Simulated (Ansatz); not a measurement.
```yaml
atoms:
  - { symbol: C, position_ang: [0.0000, 0.0000, -0.6717] }
  - { symbol: P, position_ang: [0.0000, 0.0000, 0.6717] }
```

Basis set: cc-pVTZ on C; cc-pV(T+d)Z on P (spherical functions). Frozen core: 6 orbitals. Correlation on ROHF uses semicanonical orbitals with singles. Charge 0, multiplicity 2.

Computed with Ansatz (development build ahead of 0.2.0); the reference of a correlated method needn't be the lowest determinant of its kind.

**Question.** Give the atomization energy at this shape (free ground-state atoms in the same class of orbitals less the molecule, no zero-point energy) of doublet CP by UHF-BCCD(T), ROHF-CCSD(T).

**Answer.**

| method | atomization energy |
| --- | --- |
| UHF-BCCD(T) | 71.42 kcal/mol |
| ROHF-CCSD(T) | 71.49 kcal/mol |

Caution: the reference determinant was not shown to be the lowest; the shape is not the minimum.
